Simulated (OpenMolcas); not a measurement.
# V3+: moving or changing the point charges

V3+ among 4 point charges of -3 e arranged as a tetrahedron (Td), 2.1 Å from the ion.

```yaml
Program: OpenMolcas
Method: CASSCF
Basis: ANO-RCC-VTZP [6s5p3d2f1g]
Scalar_Hamiltonian: DKH2, point nucleus
Active_space: 2 electrons in 5 orbitals (3d)
State_averaging: 2S+1 = 3 even, 10 roots; 2S+1 = 1 even, 15 roots
Spin-orbit_coupling: state interaction with AMFI integrals over the reference wave functions
```

Runs around this geometry, states (labels of Td). Energies in cm-1 above the lowest state or level, χT in cm3 K/mol; 10Dq and B are least-squares fits to the states below 45000 cm-1, weighted by degeneracy, with a free offset, and given where the rms deviation is under 5 % of |10Dq| (or 100 cm-1) and under 700 cm-1; 10Dq is negative for this site.

```
R (Å)  q (e)  Ground state  First state of that spin   10Dq  B (rms of fit)  First gap with spin-orbit (degeneracies)  χT at 300 K  First state of another spin
  2.1   -2.4           3A2                  3T2 1796  -1794       1070 (50)                               1744 (3, 1)        0.909                     1E 14543
  2.1     -3           3A2                  3T2 2059  -2033       1062 (74)                               2002 (3, 1)        0.919                     1E 14597
 2.32     -3           3A2                  3T2 1393  -1389       1074 (44)                               1356 (3, 1)        0.893                     1E 14392
```

Taking |10Dq| as R^-n, n = -ln(1389 / 2033) / ln(2.32 / 2.1) = 3.8 between the shortest and longest distance. The point-charge formula for a cubic d site gives n = 5.

Scaling the charges by -2.4 / -3 = 0.80 scales |10Dq| by 1794 / 2033 = 0.88; with fixed orbitals a first-order splitting would follow the charge.

Without dynamic correlation the repulsion within the d shell is too large (B by tens of per cent), so at a given field states of lower spin stand too high. The ground term spreads over less than 5000 cm-1, several times less than with real ligands, so orbital moments are less quenched and χT lies further from the spin-only value than at real sites. This is an electrostatic model: the charges have no orbitals. No measured value stands beside these numbers.
